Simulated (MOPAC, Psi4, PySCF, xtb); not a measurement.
Torsional profile of SMILES CC(=O)C(C)=O. Scanned: dihedral O3–C2–C4–O6; all other coordinates were relaxed at B3LYP-D3(BJ)/def2-SVP. Points at φ and −φ are mirror images. Heavy atoms are numbered in the order of the SMILES CC(=O)C(C)=O, hydrogens after them in the order of the atoms that carry them; the mirror image has the same energies with the sign of each dihedral reversed.

Methods: PM6, restricted, heats of formation // B3LYP-D3(BJ)/def2-SVP (MOPAC); GFN1-xTB // B3LYP-D3(BJ)/def2-SVP (xtb); RHF/STO-3G = restricted Hartree-Fock/STO-3G // B3LYP-D3(BJ)/def2-SVP (PySCF); MP2/cc-pVTZ = DF-MP2 (frozen core)/cc-pVTZ // B3LYP-D3(BJ)/def2-SVP in Psi4.

Energies relative to the lowest point of each profile, in kJ/mol; the last columns give the difference from MP2:

```
φ / °   PM6  GFN1-xTB  RHF/STO-3G  MP2/cc-pVTZ  PM6 − MP2/cc-pVTZ  GFN1-xTB − MP2/cc-pVTZ  RHF/STO-3G − MP2/cc-pVTZ
-----  ----  --------  ----------  -----------  -----------------  ----------------------  ------------------------
-150    0.0       1.1         4.0          2.9               -2.9                    -1.8                       1.1
-120    0.0       7.3        14.8         10.4              -10.3                    -3.0                       4.5
-90     0.7      16.1        21.3         20.4              -19.8                    -4.3                       0.9
-60     6.1      23.4        17.7         25.9              -19.8                    -2.5                      -8.2
-30    15.0      30.1        13.5         26.3              -11.3                     3.8                     -12.8
0      19.6      33.3        12.2         27.4               -7.8                     5.9                     -15.2
30     15.0      30.1        13.5         26.3              -11.3                     3.8                     -12.8
60      6.1      23.4        17.7         25.9              -19.8                    -2.5                      -8.2
90      0.7      16.1        21.3         20.4              -19.8                    -4.3                       0.9
120     0.0       7.3        14.8         10.4              -10.3                    -3.0                       4.5
150     0.0       1.1         4.0          2.9               -2.9                    -1.8                       1.1
180     1.3       0.0         0.0          0.0                1.3                     0.0                       0.0
```

PM6 is furthest from MP2/cc-pVTZ at -90 (-19.8 kJ/mol, below); its mean absolute difference over the points is 11.4 kJ/mol.

GFN1-xTB is furthest from MP2/cc-pVTZ at 0 (5.9 kJ/mol, above); its mean absolute difference over the points is 3.1 kJ/mol.

RHF/STO-3G is furthest from MP2/cc-pVTZ at 0 (-15.2 kJ/mol, below); its mean absolute difference over the points is 5.8 kJ/mol.
